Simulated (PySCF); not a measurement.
Computed Raman spectrum (relative Raman activity) of a molecule C4H4F2. The structure is a stationary point at B3LYP-D3(BJ)/def2-SVP. Other conformers were not sampled. Calculation: PySCF with B3LYP-D3(BJ)/def2-SVP. Harmonic, unscaled wavenumbers; measured fundamentals usually lie a few per cent lower.

Lines under 2 % of the strongest are left out, and lines within 2 cm⁻¹ are merged.

ν (cm⁻¹): 89 (vw), 145 (vw), 348 (vw), 355 (w), 882 (vw), 1125 (vw), 1150 (vw), 1235 (vw), 1306 (w), 1408 (w), 1419 (w), 1431 (w), 2240 (s), 3043 (vs), 3071 (s), 3096 (m), 3471 (m) (against the strongest line: vs over 80 %, s over 45 %, m over 15 %, w over 4 %, vw less)

Problem. Identify the compound among the candidates.
A. FC1=C(F)CC1
B. F/C=C\C=C/F
C. C#CCC(F)F
D. C=C(F)/C=C\F

Solution. C, C#CCC(F)F
